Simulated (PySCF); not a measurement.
**Ionisation energy of Ne²⁺ by level of theory**

Ne²⁺ [He] 2s2 2p4 (3P) → Ne³⁺ [He] 2s2 2p3 (4S), as a difference of total energies. All numbers are calculated (PySCF 2.14, the non-relativistic Hamiltonian (point nucleus), in 6-31G* (3s2p1d, 14 functions)). Correlated levels: valence: 1s2 frozen. The calculations carry no spin-orbit coupling.

```csv
method,ionisation energy (eV),error (eV)
UHF,61.719,-1.704
BP86,64.076,+0.653
LDA,63.688,+0.265
MP2 (valence),62.370,-1.053
SCS-MP2 (valence),62.348,-1.075
CCSD (valence),62.394,-1.029
CCSD(T) (valence),62.407,-1.016
```

Reference: 63.423 eV (measured; NIST Atomic Spectra Database, ionization energies).

Errors of the correlated levels include the incompleteness of this basis and the frozen core.
